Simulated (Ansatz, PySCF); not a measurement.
Molecule: bromo(difluoro)borane, sum formula BBrF2 (charge 0, singlet). 
Geometry from a B3LYP-D3(BJ)/def2-TZVP (Ansatz, an electronic-structure program) optimisation:
```
B
F 1 1.3132
F 1 1.3132 2 119.20
Br 1 1.9136 2 120.40 3 -180.00
```
Charge 0, spin multiplicity 1.

Total electronic energies in hartree. Valence correlation only, unless marked. Spin-orbit coupling is left out. The frozen core is the preceding noble-gas configuration, with the filled d and f shells of earlier blocks. Non-relativistic. CBS marks a two-point X^-3 extrapolation of the correlation energy; Hartree-Fock from the larger set.

```
level                                program  energy (Eh)
----------------------------  --------------  -----------
RI-HF/cc-pVTZ                         Ansatz  -2796.27685
TPSSh-D4/def2-TZVPD            PySCF + dftd4  -2798.85840
r2SCAN0/def2-TZVPD                    Ansatz   (withheld)
CAM-B3LYP-D4/def2-TZVPD       Ansatz + dftd4  -2799.02026
wB97X/def2-TZVPD                      Ansatz  -2798.92752
B2GP-PLYP/def2-TZVPD                  Ansatz  -2798.22628
RPA@PBE/cc-pVTZ                       Ansatz  -2797.37491
MP2/cc-pVTZ                           Ansatz  -2797.02784
RI-MP2/aug-cc-pVQZ                    Ansatz  -2797.12831
SCS-MP2/cc-pVDZ                       Ansatz  -2796.65846
CCSD/aug-cc-pVTZ                      Ansatz  -2797.06023
CCSD/cc-pVQZ                          Ansatz  -2797.12893
CCSD(T)/aug-cc-pVDZ                   Ansatz  -2796.76700
CCSD(T)/cc-pVQZ                       Ansatz  -2797.15895
CCSD(T)/CBS(cc-pVTZ,cc-pVQZ)          Ansatz   -2797.2105
```

Q: Fill in the missing entries.

A: 
- r2SCAN0/def2-TZVPD, energy (Eh): -2798.80959
